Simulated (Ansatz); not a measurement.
Species: sum formula SiHS2Cl2, charge 0, multiplicity 2. It need not be the lowest isomer of its formula. SMILES: [S][Si](S)(Cl)Cl
Coordinates optimised at B3LYP-D3(BJ)/def2-TZVP (Ansatz, a first-principles code):
```xyz
6

S     -0.1389     0.4533     2.0498
Si    -0.0741     0.0533     0.0137
S      1.6688    -1.1897    -0.0781
Cl     0.0886     1.7309    -1.1506
Cl    -1.6151    -1.0719    -0.7259
H      2.5097    -0.1666     0.1602
```
Charge 0, spin multiplicity 2.

Atomisation energy built up term by term with Ansatz (kcal/mol; UHF references for open shells; valence terms freeze the core; atomic spin-orbit terms are left out). CBS marks a two-point X^-3 extrapolation of the correlation energy; Hartree-Fock from the larger set.

| term | basis | kcal/mol |
|---|---|---|
| Hartree-Fock | cc-pV(Q+d)Z | 300.15 |
| CCSD correlation | CBS(cc-pV(T+d)Z,cc-pV(Q+d)Z) | 118.68 |
| (T) | CBS(cc-pV(T+d)Z,cc-pV(Q+d)Z) | 13.59 |
| core correlation | cc-pwCVTZ | 0.82 |
| scalar relativity (X2C) | cc-pVTZ-DK against cc-pVTZ | -1.63 |
| sum: De |  | 431.6 |

(T) makes 3.1 % of the CCSD(T) atomisation energy; under 5 % is typical of single-reference molecules.
